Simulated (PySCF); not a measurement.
Gas-phase reaction: GeH2 + 2 HF ⇌ GeH4 + 2 F

Energies from PySCF (xtb for GFN2), thermal terms from the rigid-rotor harmonic-oscillator model, ideal gas at 1 bar. † marks an energy on the PBE0/def2-TZVP geometry and frequencies; other levels use their own. MP2 freezes the core. 6-31G* has spherical d functions here. Open shells (unrestricted): F (multiplicity 2, electronic degeneracy 6); the rest are closed-shell singlets. GFN2 has no spin-polarisation term. Spin-orbit splitting is ignored; it lowers the true energy and changes the entropy of F. B3LYP is the form with VWN-RPA correlation. Ge: all electrons, no relativistic terms. GeH2: computed as isolated molecules; such fragments, hydroxides, amides, oligomers or adducts are transient or little studied in the gas. MP2 isn't extrapolated to the basis-set limit; its ΔH°(298 K) is 480.0 kJ in def2-SVP and 546.2 kJ in def2-TZVPP. The harmonic model lacks anharmonicity and excited electronic states, which grow with temperature; levels with a mode under 35 cm⁻¹ are left out.

```tsv
level	ΔE electronic, kJ	ΔH°(298 K), kJ	ΔS°(298 K), J/K	ΔG°(1600 K), kJ
B3LYP/6-31G*	442	439	-30	478
B3LYP/def2-TZVP†	514	509	-29	547
BLYP/def2-TZVP†	546	541	-29	579
GFN2-xTB	472	475	-30	515
HF/6-31G*	204	199	-30	240
HF/def2-TZVP†	264	259	-29	297
M06-2X/def2-TZVP†	523	518	-29	556
MP2/def2-SVP†	485	480	-29	518
MP2/def2-TZVPP†	551	546	-29	584
PBE/def2-TZVP†	547	542	-29	580
PBE0/def2-TZVP	495	490	-29	528
```
ΔH° is lowest at HF/6-31G* and highest at MP2/def2-TZVPP†. No reference value is set beside these.
